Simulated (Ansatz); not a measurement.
Steps of a relaxation of C₃H₆BNO (`BC(=C=N)OC`) with RKS PBE0-D4/def2-TZVP.

```sh
$ ansatz run in.yaml --threads 4 --pin off --events-out ev --progress --plain --max-ram 10444MiB
```

```yaml
crystal:
  periodic: [false, false, false]
  atoms:
    - {symbol: B, position_ang: [-0.189123, -1.305581, -1.682020]}
    - {symbol: C, position_ang: [0.033267, -0.358332, -0.515003]}
    - {symbol: C, position_ang: [-0.764236, -0.600585, 0.559587]}
    - {symbol: N, position_ang: [-1.382992, -0.997376, 1.543304]}
    - {symbol: O, position_ang: [0.927379, 0.685694, -0.581276]}
    - {symbol: C, position_ang: [1.056846, 1.468011, 0.588528]}
    - {symbol: H, position_ang: [0.446371, -1.156254, -2.708785]}
    - {symbol: H, position_ang: [-1.004025, -2.200279, -1.569656]}
    - {symbol: H, position_ang: [-2.348309, -0.663802, 1.698382]}
    - {symbol: H, position_ang: [1.797411, 2.260496, 0.370751]}
    - {symbol: H, position_ang: [0.089832, 1.948026, 0.874636]}
    - {symbol: H, position_ang: [1.414479, 0.864682, 1.455553]}
basis:
  gaussian: {orbitals: def2-TZVP}
hamiltonian: {xc: pbe0, dispersion: d4}
relax: {f_tol: 0.005, max_steps: 150}
```

Positions (Å) and forces (eV/Å) along the path, 10 of 12 steps:

```xyz
12
step=1 energy=-7413.8724 eV
B    -0.189   -1.306   -1.682    0.008   -0.055   -0.131
C     0.033   -0.358   -0.515   -0.538   -0.133    0.616
C    -0.764   -0.601    0.560   -0.043   -0.257    0.287
N    -1.383   -0.997    1.543    0.224    0.642   -1.009
O     0.927    0.686   -0.581   -0.224   -0.079    0.307
C     1.057    1.468    0.589    0.000    0.180    0.351
H     0.446   -1.156   -2.709   -0.256   -0.063    0.422
H    -1.004   -2.200   -1.570    0.326    0.368   -0.011
H    -2.348   -0.664    1.698    0.593   -0.144   -0.187
H     1.797    2.260    0.371   -0.381   -0.437    0.064
H     0.090    1.948    0.875    0.473   -0.272   -0.213
H     1.414    0.865    1.456   -0.181    0.251   -0.496
12
step=2 energy=-7413.9356 eV
B    -0.190   -1.299   -1.673    0.019   -0.015   -0.015
C     0.028   -0.352   -0.515   -0.150   -0.031    0.139
C    -0.750   -0.589    0.554    0.163   -0.092   -0.096
N    -1.355   -0.973    1.533   -0.151    0.129   -0.131
O     0.918    0.688   -0.581   -0.071    0.001    0.068
C     1.043    1.456    0.592    0.004    0.057    0.103
H     0.437   -1.156   -2.686   -0.081   -0.015    0.117
H    -0.993   -2.183   -1.551    0.089    0.098   -0.006
H    -2.316   -0.654    1.672    0.194   -0.023   -0.011
H     1.779    2.237    0.382   -0.109   -0.119    0.034
H     0.084    1.927    0.867    0.149   -0.074   -0.055
H     1.391    0.844    1.440   -0.056    0.084   -0.146
12
step=3 energy=-7413.9075 eV rejected
B    -0.175   -1.303   -1.681   -0.088    0.082   -0.028
C     0.029   -0.361   -0.522   -0.124    0.092   -0.200
C    -0.747   -0.610    0.537    0.186   -0.113   -0.057
N    -1.361   -1.003    1.501   -0.525    0.555    0.522
O     0.902    0.690   -0.582    0.088   -0.055    0.031
C     1.022    1.444    0.598    0.028   -0.046   -0.018
H     0.443   -1.152   -2.689    0.072   -0.031   -0.021
H    -0.969   -2.185   -1.561   -0.037   -0.033   -0.006
H    -2.253   -0.533    1.730    0.401   -0.508   -0.283
H     1.750    2.227    0.399    0.038    0.044    0.001
H     0.066    1.905    0.873   -0.060    0.023    0.014
H     1.370    0.826    1.432    0.021   -0.011    0.045
12
step=4 energy=-7413.9393 eV
B    -0.194   -1.292   -1.675   -0.009   -0.030   -0.061
C     0.039   -0.360   -0.519    0.088    0.092   -0.046
C    -0.720   -0.608    0.550   -0.037   -0.072    0.111
N    -1.328   -0.978    1.528   -0.152    0.061    0.080
O     0.936    0.671   -0.573    0.009    0.033    0.004
C     1.025    1.450    0.595   -0.035   -0.035   -0.058
H     0.413   -1.147   -2.689    0.053    0.008   -0.080
H    -0.992   -2.166   -1.549   -0.057   -0.062    0.009
H    -2.269   -0.618    1.683    0.075   -0.051   -0.012
H     1.781    2.208    0.410    0.060    0.067   -0.002
H     0.068    1.940    0.816   -0.018    0.015    0.013
H     1.319    0.844    1.458    0.023   -0.027    0.042
12
step=5 energy=-7413.9411 eV
B    -0.192   -1.295   -1.675    0.009   -0.016   -0.019
C     0.035   -0.358   -0.517   -0.011    0.040    0.004
C    -0.731   -0.603    0.552    0.032   -0.062    0.020
N    -1.339   -0.975    1.531   -0.121    0.070    0.010
O     0.926    0.679   -0.577   -0.009    0.012    0.014
C     1.031    1.452    0.594   -0.008   -0.009   -0.010
H     0.422   -1.151   -2.689    0.002    0.003   -0.007
H    -0.991   -2.173   -1.550   -0.005   -0.006    0.002
H    -2.287   -0.628    1.678    0.092   -0.035   -0.010
H     1.779    2.220    0.400    0.003    0.004    0.003
H     0.075    1.934    0.838    0.012   -0.003    0.000
H     1.348    0.843    1.449    0.002    0.002   -0.007
12
step=7 energy=-7413.9418 eV
B    -0.189   -1.298   -1.674    0.013   -0.009    0.007
C     0.030   -0.355   -0.518   -0.011   -0.013    0.002
C    -0.731   -0.605    0.553   -0.012    0.006   -0.003
N    -1.347   -0.966    1.531   -0.038    0.017    0.000
O     0.912    0.690   -0.581    0.004    0.010    0.000
C     1.033    1.451    0.595   -0.004    0.002    0.003
H     0.424   -1.152   -2.689   -0.005    0.005   -0.001
H    -0.979   -2.184   -1.545    0.000    0.004   -0.002
H    -2.295   -0.618    1.667    0.046   -0.016   -0.003
H     1.771    2.226    0.396   -0.002   -0.002   -0.001
H     0.078    1.923    0.864    0.008   -0.003   -0.002
H     1.372    0.834    1.436   -0.001    0.000   -0.001
12
step=9 energy=-7413.9418 eV rejected
B    -0.185   -1.301   -1.673   -0.027    0.030   -0.016
C     0.028   -0.356   -0.518   -0.004   -0.016    0.012
C    -0.734   -0.604    0.553    0.012   -0.010   -0.008
N    -1.348   -0.967    1.531   -0.009    0.024    0.002
O     0.910    0.690   -0.582   -0.001    0.006    0.002
C     1.033    1.451    0.595    0.006   -0.006    0.006
H     0.424   -1.149   -2.690    0.007   -0.012    0.011
H    -0.979   -2.186   -1.548    0.014   -0.003    0.005
H    -2.294   -0.617    1.671    0.008   -0.012   -0.004
H     1.772    2.225    0.395   -0.007   -0.005    0.002
H     0.079    1.924    0.864    0.007   -0.001   -0.002
H     1.371    0.833    1.436   -0.005    0.005   -0.008
12
step=10 energy=-7413.9419 eV
B    -0.187   -1.299   -1.674   -0.001    0.003   -0.002
C     0.029   -0.355   -0.518    0.001   -0.008    0.002
C    -0.733   -0.604    0.553   -0.003    0.000    0.000
N    -1.348   -0.964    1.532    0.000   -0.002   -0.006
O     0.910    0.690   -0.582    0.000    0.007   -0.001
C     1.033    1.450    0.595    0.000    0.000    0.000
H     0.424   -1.150   -2.689    0.000   -0.001    0.001
H    -0.978   -2.186   -1.546    0.003   -0.002    0.001
H    -2.295   -0.619    1.668   -0.002    0.003    0.005
H     1.771    2.225    0.395    0.000   -0.001    0.001
H     0.079    1.923    0.865    0.001    0.000    0.001
H     1.372    0.833    1.435   -0.001    0.000   -0.002
12
step=11 energy=-7413.9419 eV rejected
B    -0.187   -1.300   -1.675   -0.002    0.004   -0.001
C     0.028   -0.356   -0.519   -0.005    0.005   -0.005
C    -0.734   -0.604    0.552   -0.001   -0.003    0.005
N    -1.349   -0.964    1.531    0.028    0.008    0.003
O     0.908    0.692   -0.582    0.000   -0.005   -0.001
C     1.032    1.450    0.595    0.005   -0.004    0.000
H     0.425   -1.150   -2.690    0.002   -0.002    0.000
H    -0.975   -2.188   -1.547   -0.001   -0.001   -0.001
H    -2.293   -0.613    1.672   -0.025   -0.004   -0.003
H     1.770    2.225    0.396    0.001    0.001    0.001
H     0.079    1.922    0.868   -0.004    0.001    0.001
H     1.373    0.831    1.434    0.000    0.001    0.001
12
step=12 energy=-7413.9419 eV
B    -0.187   -1.300   -1.674    0.000    0.002    0.001
C     0.027   -0.355   -0.519   -0.001   -0.005   -0.001
C    -0.734   -0.603    0.552    0.001    0.003   -0.001
N    -1.348   -0.962    1.532    0.002    0.000   -0.004
O     0.907    0.692   -0.583   -0.001    0.002    0.003
C     1.033    1.450    0.595   -0.001    0.001   -0.001
H     0.425   -1.150   -2.689    0.000   -0.001    0.000
H    -0.975   -2.187   -1.547    0.001   -0.001    0.000
H    -2.295   -0.616    1.670   -0.003    0.000    0.002
H     1.770    2.225    0.395    0.000    0.000    0.000
H     0.079    1.921    0.868    0.002    0.001    0.000
H     1.374    0.831    1.434    0.000   -0.002   -0.001
```

Run time 38 s (4 threads of an Arm Neoverse V2 on a shared host); peak host memory 0.58 GiB.
